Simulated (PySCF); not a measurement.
**Bond length, frequency and bond energy of GeO⁺ by level of theory**

State: ²Π (doublet), unpaired electrons π ↑. Set-up: basis Ge def2-SVP, O def2-SVP; no relativity; PySCF 2.14. De refers to Ge⁺ + O in their high-spin ground configurations, without counterpoise correction. The functionals are run spin-unrestricted. A positive dipole points towards O; it is taken about the centre of mass and depends on that origin.

```
      Level  Re (Å)  ωe (cm⁻¹)  De (eV)  μ (D)
        UHF   1.757        795     1.65  -2.54
    UHF-MP2   1.776        761     3.36    n/a
UHF-SCS-MP2   1.778        757     3.26    n/a
   UHF-CCSD   1.780        750     3.15    n/a
UHF-CCSD(T)   1.788        728     3.30    n/a
        LDA   1.782        731     4.97  -1.79
        PBE   1.809        699     4.23  -1.89
     PBEsol   1.797        714     4.48  -1.83
       TPSS   1.803        710     3.96  -1.92
     r²SCAN   1.786        730     3.96  -1.96
       PBE0   1.782        745     3.72  -2.11
      ωB97X   1.774        766     3.81  -2.19
```

The bond length runs from 1.757 Å (UHF) to 1.809 Å (PBE). De spans 1.65 eV (UHF, mean field) to 4.97 eV (LDA, local density). Correlation at CCSD(T) changes the Hartree–Fock bond energy by +1.65 eV; the triples alone change it by +0.15 eV.

Correlated steps freeze 10 core orbitals. Correlated levels converge slowly with the basis: in double zeta they bind strong bonds too weakly, by up to about 1 eV, and carry superposition errors of some tenths. Spin–orbit coupling is left out. For an ion De counts to the pair picked by the measured ionisation energies or electron affinities, which need not be the lowest pair at this level. The state is the lowest determinant that a PBE0 search found; another state may lie lower at other levels.
